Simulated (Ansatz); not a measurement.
`[CH3][AlH][S]C`. The species carries charge 0 and has multiplicity 1.

```xyz
11

C     0.2077   -1.3502    1.0635
Al    0.6468    0.5446    1.2206
S     0.2009    1.9300   -0.3968
C    -0.5676    0.8743   -1.6660
H     0.7202   -1.8142    0.2149
H     0.4974   -1.8969    1.9645
H    -0.8652   -1.5050    0.9121
H     1.3359    1.2056    2.4841
H     0.0256    0.9327   -2.5778
H    -1.5716    1.2446   -1.8700
H    -0.6301   -0.1656   -1.3490
```

List the harmonic frequencies (cm⁻¹, unscaled) at PBE0-D4/def2-TZVP in Ansatz. (An estimate is asked.)

Computed: 47, 76, 115, 133, 229, 407, 470, 574, 657, 663, 728, 742, 972, 977, 1217, 1350, 1442, 1442, 1471, 1478, 1934, 3039, 3069, 3115, 3129, 3157, 3162.

Is this a minimum?

Yes, all 27 modes are real.

Give the ideal-gas thermochemistry at 298.15 K and 1 bar (rigid rotor, harmonic oscillator; point group Cs, symmetry number 1).

Zero-point energy 214.1 kJ/mol; H(298) − E = 236.7 kJ/mol; entropy 362.2 J/(mol·K), of which translation 165.0, rotation 110.9, vibration 86.3; G(298) − E = 128.7 kJ/mol. Modes under 100 cm⁻¹ are hindered rotations or soft bends, so the harmonic entropy is rough.
